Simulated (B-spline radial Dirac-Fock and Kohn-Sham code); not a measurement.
How the settings move the core levels of Au

ΔSCF core binding energies without Breit or QED terms, calculated with an atomic code on a B-spline grid. Keys: rel is the Hamiltonian (dirac, or spin-free x2c and nr, where L3 and M5 stand for the whole 2p and 3d shells), method is hf or an exchange,correlation pair (spin-unpolarised, also for the hole states), nuc the nuclear model, radius_factor scales its radius, rmax is the box in bohr, h the logarithmic mesh step, order the B-spline order, points the quadrature points per cell, c_factor scales the speed of light, and damp, ndamp, maxit and tol steer the iteration. The run stops when the commutator error falls below 10·tol·max(1, Z/10), or the numerical noise floor, and the energy has settled to about 1e-8 Ha; the virial ratio is −V/T.

Base input:

```json
{"items": [{"Z": 79, "q": 0, "cfg": [[1, 0, 2], [2, 0, 2], [2, 1, 6], [3, 0, 2], [3, 1, 6], [3, 2, 10], [4, 0, 2], [4, 1, 6], [4, 2, 10], [4, 3, 14], [5, 0, 2], [5, 1, 6], [5, 2, 10], [6, 0, 1]], "A": 197, "rrms": 5.4371, "do": "settings", "holes": ["K", "L3", "M5"],
  "settings": [{"rel": "dirac", "method": "hf", "nuc": "fermi", "radius_factor": 1.0, "rmax": 45.0, "h": 0.3, "order": 8, "points": 10, "c_factor": 1.0, "maxit": 60, "damp": 0.5, "ndamp": 3, "tol": 1e-08}]}]}
```

The ground state converged in 12 iterations, with total energy -19035.55812 Ha, virial ratio 1.87133 and highest orbital energy -7.94 eV. ΔSCF binding energies: K (1s) 81161.7 eV, L3 (2p3/2) 11960.4 eV, M5 (3d5/2) 2216.5 eV.

Changes from the base run:

| changed setting | Δ total energy (Ha) | Δ K (eV) | Δ L3 (eV) | Δ M5 (eV) | iterations |
| --- | --- | --- | --- | --- | --- |
| c_factor = 5.0 | +1131.21963 | -7342.12 | -70.07 | +52.50 | 10 |
| radius_factor = 0.5 | -2.90249 | +31.90 | -0.19 | -0.05 | 12 |
| nuc = "gauss"; order = 5; c_factor = 0.8 | -906.78314 | +5973.06 | +18.06 | -37.06 | 12 |
| rel = "nr"; method = "lda,vwn"; tol = 1e-06 | ? | ? | ? | ? | ? |
| c_factor = 0.8 | -906.64079 | +5971.47 | +18.06 | -37.07 | 12 |
| method = "b88,lyp" | -9.26431 | +64.04 | -41.33 | -16.26 | 10 |
| nuc = "gauss" | -0.03321 | +0.36 | 0.00 | 0.00 | 12 |
| order = 9 | -0.00007 | 0.00 | 0.00 | 0.00 | 12 |
| h = 0.12; order = 5; c_factor = 0.8 | -906.64084 | +5971.47 | +18.06 | -37.07 | 12 |
| h = 0.12 | -0.00014 | 0.00 | 0.00 | 0.00 | 12 |
| rel = "nr" | +1170.15814 | -7588.51 | -73.68 | +54.47 | 10 |
| rel = "nr"; radius_factor = 2.0; c_factor = 5.0 | +1170.15814 | -7588.51 | -73.68 | +54.47 | 10 |
| damp = 0.8 | 0.00000 | 0.00 | 0.00 | 0.00 | 12 |
| damp = 0.2 | 0.00000 | 0.00 | 0.00 | 0.00 | 12 |

Task: What does the change rel = "nr"; method = "lda,vwn"; tol = 1e-06 do?

Result: The total energy moves by +1174.76725 Ha and the binding energies by K -7616.86 eV, L3 -121.94 eV, M5 +37.37 eV; the run takes 9 iterations.
